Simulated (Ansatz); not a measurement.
# Competing steps

Reactants: BHCl₂ ([Cl][BH][Cl]) + SiH₄O ([OH][SiH3]) (brackets give SMILES or just the links). Saddle points were found for several chosen steps; others may exist. Gas-phase electronic energies, without zero-point energy, by CCSD(T) at an estimated basis limit (MP2 extrapolated from triple and quadruple zeta, plus CCSD(T) − MP2 in triple zeta); Ansatz 0.2.0, def2-TZVPP and QZVPP, frozen cores, on PBE0-D4/def2-TZVP structures. Extrapolation: Hartree–Fock as exp(−7.88 √X), correlation as X^−2.97. No counterpoise correction.

(1) Rank the steps by the energy of their saddle points, lowest first, and give each saddle's height above the lowest. (An estimate is asked for; the value comes from the calculation.)
A. four-centre ligand exchange, to BSiH₃Cl₂O ([SiH3][O][B]([Cl])[Cl]) + H₂ (breaks or loosens B–H, H–O; forms B–O, H–H)
B. ligand redistribution between two centres, to BHCl₂O ([OH][B]([Cl])[Cl]) + SiH₄ (breaks or loosens B–H, O–Si; forms B–O, H–Si)

(2) Does the lowest of these saddles lead to the lowest end structure (the products still in contact)? (Judge from chemistry; the calculation decides.)

The T1 diagnostic stays at or below 0.012.

For scale, one of the runs: CCSD(T)/def2-TZVPP, 258 basis functions, launched by `ansatz run in.yaml --threads 8 --pin off --events-out ev --progress --plain --max-ram 19148MiB`. The run took 49 s on 8 CPU threads of an Intel Xeon Platinum 8259CL (shared host), with 5.7 GiB of host memory at its peak.

## Answers

(1) Computed: B (0.000 eV), A (0.383 eV). Heights count from the lowest.

The lowest of these saddles lies at 0.490 eV relative to the separated reactants.

(2) The calculation gives: No: the step over a higher saddle ends lower. Relative to the separated reactants, the ends lie at -0.528 (BHCl₂O ([OH][B]([Cl])[Cl]) + SiH₄); -1.199 (BSiH₃Cl₂O ([SiH3][O][B]([Cl])[Cl]) + H₂) eV.
